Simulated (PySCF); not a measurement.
# ErF from Hartree–Fock to correlated methods

State: quartet, about 11.4 electrons in the 4f shell (Mulliken), real f orbitals that mix terms. Set-up: Er x2c-SVPall, F x2c-SVPall; spin-free X2C with a Gaussian nucleus (PySCF 2.14). De refers to Er (4f12 6s2) + F in their high-spin ground configurations, without counterpoise correction. The functionals are run spin-unrestricted. A positive dipole means Er(−)F(+). Levels whose curve was spin-contaminated or gave no clean fit are not listed.

```json
{"Level": "UHF", "Re (Å)": "1.960", "ωe (cm⁻¹)": "616", "De (eV)": "n/a", "μ (D)": "-2.40", "CPU s a point (SCF and correlation, without the integrals)": "2.8"}
{"Level": "UHF-MP2", "Re (Å)": "1.919", "ωe (cm⁻¹)": "643", "De (eV)": "n/a", "μ (D)": "n/a", "CPU s a point (SCF and correlation, without the integrals)": "5.5"}
{"Level": "UHF-SCS-MP2", "Re (Å)": "1.929", "ωe (cm⁻¹)": "637", "De (eV)": "n/a", "μ (D)": "n/a", "CPU s a point (SCF and correlation, without the integrals)": "n/a"}
{"Level": "r²SCAN", "Re (Å)": "1.953", "ωe (cm⁻¹)": "589", "De (eV)": "6.46", "μ (D)": "-2.52", "CPU s a point (SCF and correlation, without the integrals)": "38"}
{"Level": "B3LYP", "Re (Å)": "1.965", "ωe (cm⁻¹)": "575", "De (eV)": "5.84", "μ (D)": "-2.79", "CPU s a point (SCF and correlation, without the integrals)": "8.9"}
{"Level": "PBE0", "Re (Å)": "1.951", "ωe (cm⁻¹)": "579", "De (eV)": "5.77", "μ (D)": "-2.56", "CPU s a point (SCF and correlation, without the integrals)": "12"}
{"Level": "M06-2X", "Re (Å)": "1.930", "ωe (cm⁻¹)": "630", "De (eV)": "5.86", "μ (D)": "-2.06", "CPU s a point (SCF and correlation, without the integrals)": "11"}
{"Level": "LC-ωPBE", "Re (Å)": "1.984", "ωe (cm⁻¹)": "557", "De (eV)": "6.04", "μ (D)": "-3.00", "CPU s a point (SCF and correlation, without the integrals)": "14"}
```

The bond length runs from 1.919 Å (UHF-MP2) to 1.984 Å (LC-ωPBE). De spans 5.77 eV (PBE0, global hybrid GGA) to 6.46 eV (r²SCAN, meta-GGA).

Correlated steps freeze 19 core orbitals. Spin–orbit coupling is left out, which matters for elements this heavy, above all for dissociation energies. The state is the lowest single determinant that the PBE0 search found; with open d or f shells the true ground state can be another one.

The whole job (state search and all levels along the bond) took about 24 min on 2 threads of Arm Neoverse V1 (shared host), peak memory 4.5 GiB.
